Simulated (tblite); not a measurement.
Compound: C7H9O2 (doublet state).
Cartesian coordinates in Å at the GFN2-xTB level; atoms count from 1:
```
atom  x, y, z in Å
C1     2.9702   -0.4305   -0.7331
O2     2.2053    0.3123    0.1946
C3     0.8552    0.2735    0.0552
C4     0.0683    1.0524    0.8184
C5    -1.4002    0.9373    0.7459
C6    -2.0269   -0.3798    1.1081
C7    -1.9186    0.0277   -0.3541
C8    -0.9206   -0.5653   -1.2164
O9     0.4133   -0.5612   -0.9044
H10    4.0083   -0.2548   -0.4589
H11    2.7932   -0.0899   -1.7572
H12    2.7452   -1.4988   -0.6695
H13    0.5193    1.7273    1.5221
H14   -1.9515    1.8384    0.9797
H15   -3.0097   -0.3791    1.5538
H16   -1.3752   -1.1655    1.4583
H17   -2.8467    0.2783   -0.8513
H18   -1.1378   -1.1159   -2.1096
```

Computed with GFN2-xTB (tblite): harmonic, unscaled wavenumbers at the GFN2-xTB geometry, gas phase. The method is semi-empirical: single wavenumbers can be off by several per cent or more. One conformer, not necessarily the lowest. Open shells enter through the occupations alone, without spin polarisation, and single modes of such species can be off by tens of per cent.

Harmonic wavenumbers (cm⁻¹): 72.0, 99.1, 135.1, 187.3, 213.6, 227.0, 360.0, 385.7, 436.6, 520.5, 544.8, 574.0, 716.5, 735.8, 825.0, 846.8, 872.0, 914.6, 975.4, 1021.1, 1029.2, 1032.6, 1049.9, 1077.2, 1080.2, 1124.6, 1144.6, 1180.9, 1201.8, 1219.2, 1283.3, 1290.3, 1353.4, 1370.9, 1400.1, 1443.6, 1459.0, 1475.1, 1634.7, 2946.7, 2962.2, 3032.8, 3047.4, 3054.7, 3080.8, 3102.8, 3142.2, 3160.1.

A = 4024, B = 1233, C = 1030 MHz; mass 125.060 u (most abundant isotopes); point group C1, symmetry number 1; spin multiplicity 2.

Problem. What is the zero-point energy?

Solution. ½Σν̃ = 31022 cm⁻¹ = 371.10 kJ/mol.

Problem. Entropy at 298.15 K, 1 bar (ideal gas, RRHO, classical rotation)?

Solution. Translation 169.08, rotation 119.38, vibration 97.97, spin (R ln 2) 5.76: S = 392.2 J/(mol K).

Problem. And Cp and H(298.15 K) − H(0)?

Solution. Cp = 147.99 J/(mol K), of which vibrations give 114.73 (their classical limit is 48 R = 399.1); H(298.15 K) − H(0) = 26.20 kJ/mol without the zero-point energy, 16.29 from vibrations.

Problem. Which modes carry the vibrational entropy at 298.15 K?

Solution. 72.0 cm⁻¹: 17.15; 99.1 cm⁻¹: 14.53; 135.1 cm⁻¹: 12.02; 187.3 cm⁻¹: 9.43; 213.6 cm⁻¹: 8.42; 227.0 cm⁻¹: 7.96 J/(mol K); the other 42 give 28.47 together.

Problem. Blend soft modes into free rotors: weight 1/[1 + (100 cm⁻¹/ν̃)⁴] for the oscillator and the rest for a rotor with moment μB/(μ + B), μ = h/(8π²ν), B = 10⁻⁴⁴ kg m². What vibrational entropy results?

Solution. 93.42 J/(mol K) in place of 97.97, which changes −T·S at 298.15 K by +1.36 kJ/mol.

Problem. How do the functions run with temperature in this model?

Solution. 
```
T (K)  S (J/(mol K))  Cp (J/(mol K))  H − H(0) (kJ/mol)  G − H(0) (kJ/mol)  ln q(vib)
  150          314.1            88.2               8.86             -38.26       2.04
  250          368.0           127.3              19.58             -72.43       4.16
  400          441.8           190.7              43.48            -133.22       7.49
  600          532.2           255.6              88.56            -230.79      12.08
  900          648.2           314.9             174.96            -408.43      18.77
```

q(vib) and H(0) count from the zero-point level.

Hindered rotation and anharmonicity are outside this model. Other conformers, if any are populated, would add a mixing term that is left out. The structure is chiral; the term R ln 2 for an equal mix with its mirror image is left out.
